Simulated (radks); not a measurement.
The numbers below are computed, except where a source is named.
Initial-state core-level shifts of the copper ion Cu3+ when its valence configuration changes from [Ar] 3d8. Code: a radial shooting solver on a logarithmic mesh with Libxc functionals. Model: Dirac Kohn-Sham, PBE, spin-unpolarised, spherical densities, point nucleus; open shells are shared between the two j in proportion to 2j + 1. Shifts are changes of the shell-averaged eigenvalues in eV (positive: less bound).

valence               2s       2p       3s       3p
3d7 4s1          -10.920  -10.827   -9.026   -8.790
3d7 4p1          -12.261  -12.162  -10.404  -10.158
3d7 4s0.5 4p0.5  -11.594  -11.498   -9.719   -9.478
3d6.5 4s0.5 4p1  -18.183  -18.034  -15.136  -14.766
3d6 4p2          -25.678  -25.470  -21.297  -20.790
3d6 4s1 4p1      -24.407  -24.208  -20.007  -19.511
3d6 4s2          -23.109  -22.919  -18.690  -18.205
3d6.5 4s1.5      -16.862  -16.721  -13.788  -13.428
3d7.5 4p0.5       -5.978   -5.930   -5.130   -5.009
